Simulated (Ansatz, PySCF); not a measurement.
Sn(H)2(OH)(OMe) (CH6O2Sn), SMILES [SnH2]([O]C)[OH]. Atoms are numbered in the order given.

```xyz
10

Sn     0.2231    -0.4376    -0.3078
O      1.4376     0.8803     0.5703
O     -1.5348    -0.3756     0.6340
C     -2.3163     0.7946     0.6267
H      0.7428    -2.0517    -0.0685
H      0.0696     0.1724    -1.9012
H      1.5752     0.6829     1.5075
H     -2.5414     1.1607    -0.3964
H     -3.2815     0.5775     1.1168
H     -1.8420     1.6301     1.1787
```

Geometry optimised at B3LYP-D3(BJ)/def2-SVP. The structure was generated by enumeration; whether it is a known compound was not checked. The def2 effective core potentials stand for the cores of Sn; spin–orbit coupling is left out. Other conformers were not sampled.

Two levels are set side by side: PBE-D3(BJ)/def2-SVP (Ansatz, an electronic-structure program) and B3LYP-D3(BJ)/def2-SVP (Ansatz). Each level has its own optimised geometry; the coordinates shown are those of the second. Frequencies come from the Hessian of PySCF at each geometry. Differences are taken from unrounded values.

```json
[
 {"quantity": "mean bond length (Å)", "B3LYP-D3(BJ)": "1.457"},
 {"quantity": "bond Sn1–O2 (Å)", "B3LYP-D3(BJ)": "1.996"},
 {"quantity": "bond Sn1–O3 (Å)", "B3LYP-D3(BJ)": "1.995"},
 {"quantity": "bond O3–C4 (Å)", "B3LYP-D3(BJ)": "1.407"},
 {"quantity": "bond Sn1–H5 (Å)", "B3LYP-D3(BJ)": "1.712"},
 {"quantity": "bond Sn1–H6 (Å)", "B3LYP-D3(BJ)": "1.713"},
 {"quantity": "bond O2–H7 (Å)", "B3LYP-D3(BJ)": "0.968"},
 {"quantity": "bond C4–H8 (Å)", "B3LYP-D3(BJ)": "1.110"},
 {"quantity": "bond C4–H9 (Å)", "B3LYP-D3(BJ)": "1.104"},
 {"quantity": "bond C4–H10 (Å)", "B3LYP-D3(BJ)": "1.108"},
 {"quantity": "highest harmonic wavenumber (cm⁻¹)", "B3LYP-D3(BJ)": "3825"},
 {"quantity": "mean harmonic wavenumber (cm⁻¹)", "B3LYP-D3(BJ)": "1237"},
 {"quantity": "zero-point energy (kcal/mol)", "B3LYP-D3(BJ)": "42.43"}
]
```

### Question
What does PBE-D3(BJ) give, and how far is it from B3LYP-D3(BJ)? (The exact figures need the calculation; the answer reports its results.)

### Answer

```
quantity                            PBE-D3(BJ)  PBE-D3(BJ) minus B3LYP-D3(BJ)
----------------------------------  ----------  -----------------------------
mean bond length (Å)                     1.468                          0.011
bond Sn1–O2 (Å)                          2.012                          0.016
bond Sn1–O3 (Å)                          2.014                          0.018
bond O3–C4 (Å)                           1.413                          0.006
bond Sn1–H5 (Å)                          1.725                          0.012
bond Sn1–H6 (Å)                          1.725                          0.012
bond O2–H7 (Å)                           0.977                          0.009
bond C4–H8 (Å)                           1.119                          0.009
bond C4–H9 (Å)                           1.112                          0.008
bond C4–H10 (Å)                          1.117                          0.009
highest harmonic wavenumber (cm⁻¹)        3711                           -114
mean harmonic wavenumber (cm⁻¹)           1201                            -36
zero-point energy (kcal/mol)             41.20                          -1.24
```

GGA bonds tend to be longer and softer than those of functionals with exact exchange. Differences between two approximate levels are no errors against the true value.
